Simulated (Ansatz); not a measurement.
Cl$_{4}$Sb (SMILES [Cl][Sb]([Cl])([Cl])[Cl]), doublet, at a GFN2-xTB geometry (the spin is typed, not shown lowest) (all electrons, no relativity), atoms displaced at random by about 0.1 Å a coordinate. Base run: Ansatz (a quantum-chemistry and plane-wave program) with PBE/STO-3G.

Input for Ansatz:
Ansatz 0.2 input:
```yaml
crystal:
  periodic: [false, false, false]
  atoms:
    - {symbol: Sb, position_ang: [0.06803369, -0.35497721, -0.11283978]}
    - {symbol: Cl, position_ang: [2.30879898, 0.20561219, -1.11913672]}
    - {symbol: Cl, position_ang: [0.53695184, 0.42701838, 2.04194879]}
    - {symbol: Cl, position_ang: [-0.84911567, 1.69127953, -0.73040860]}
    - {symbol: Cl, position_ang: [-2.17222003, -1.28992494, 0.63947968]}
basis:
  gaussian:
    orbitals: STO-3G
hamiltonian:
  xc: pbe
magnetization: {spin_polarized: true, initial_magnetization: 1}
relax: {}
```

The base run was repeated with changes; each row names its change, and settings that it needs were set with it.

| change | ΔE vs base (kJ/mol) | optimiser steps | core-seconds (rough) |
|---|---|---|---|
| base | 0.00 | 5 | 20 |
| relax = f_tol: 0.0005 | 0.00 | 7 | 20 |
| relax = f_tol: 0.1 | 0.06 | 4 | 20 |
| relax = max_displacement: 0.02 | 0.00 | 12 | 50 |
| relax = max_displacement: 0.5 | 0.00 | 6 | 30 |
| relax = f_tol: 0.05 | 0.05 | 4 | 20 |
| relax = escape_saddle: false | 0.00 | 5 | 20 |
